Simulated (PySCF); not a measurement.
**Radial density of F²⁺ (fluorine, charge +2)**

UHF, [He] 2s2 2p2 3d1, one real determinant (an excited configuration). All numbers are calculated (PySCF 2.14, no relativity, point nucleus, in aug-cc-pV5Z).

```
r (bohr)  4πr²ρ (e/bohr)  4πr²(ρα − ρβ)
 0.00279         0.04230         0.0000
 0.00469          0.1157         0.0000
 0.00789          0.3090         0.0000
  0.0133          0.7939         0.0000
  0.0223           1.909         0.0004
  0.0375           4.114         0.0025
  0.0631           7.377         0.0147
   0.106           9.751         0.0757
   0.179           7.899         0.3332
   0.300           3.847         1.0917
   0.505           4.091         2.1880
   0.850           4.237         1.9709
    1.43           1.258         0.6448
    2.40          0.4393         0.4206
    4.04          0.1641         0.1640
    6.80       0.0001428         0.0001
```

⟨L²⟩ = 8.00 against 12 for a pure F term, so this real determinant mixes terms. The outer electron is Rydberg-like, and this basis confines it to a smaller radius and binds it less than a complete one would.
